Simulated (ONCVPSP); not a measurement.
**Sc, ONCV: configuration errors across variants**

ONCVPSP 4.0.1 input, shortened (lines: element, Z, core and valence counts, functional; n l f; lmax; l rc ep ncon nbas qcut; lloc lpopt rc5 dvloc0; l nproj debl; icmod fcfact rcfact), PW91, scalar-relativistic:

```
  Sc 21.00    3    4  -109134      upf
    1    0    2.00
    2    0    2.00
    2    1    6.00
    3    0    2.00
    3    1    6.00
    3    2    1.00
    4    0    2.00
    2
    0    1.80    0.00    4    7    7.10
    1    1.80    0.00    3    7    7.50
    2    2.85    0.00    3    8    4.60
    4    5    1.65    0.00
    0    2    1.20
    1    2    3.80
    2    3    2.00
    1    0.65    0.00
```

All-electron excitation energies from the reference (eV): (1) 3s2 3p6 3d1 4s1 6.937; (2) 3s2 3p6 3d1 4s0 19.721; (3) 3s2 3p6 3d1 4s0 4p1 10.370.

A true bound ghost makes a file unfit for plane-wave use even where its test errors are small: the radial tests pick states by their node count and pass the ghost by.

Errors AE − PS in meV (a dash: test not solved or not reliable):

```tsv
change	(1)	(2)	(3)	bound ghosts	GHOST(+) flags above zero
base	-1.2	-30	-22	none	none
s: qcut 4.5; p: qcut 4.8; d: qcut 2.9	-5.5	-110	-24	none	s
s: qcut 5.4; p: qcut 5.7; d: qcut 3.5	-26	-117	-44	s	none
s: qcut 6.4; p: qcut 6.8; d: qcut 4.2	-1.4	-39	-6.9	none	none
s: qcut 7; p: qcut 7.4; d: qcut 4.5	-1.3	-32	+8.5	none	none
s: qcut 7.7; p: qcut 8.2; d: qcut 5	-1.0	-23	-6.3	none	none
s: qcut 8.4; p: qcut 8.9; d: qcut 5.5	-0.7	-17	-4.6	none	none
s: qcut 9.6; p: qcut 10.2; d: qcut 6.2	-0.4	-9.7	+17	none	none
```

**Question.** Give the same row for: s: qcut 10.5; p: qcut 11.1; d: qcut 6.8.

**Answer.** -0.2, -6.2, +20; bound ghosts: none; GHOST(+) flags above zero: none.
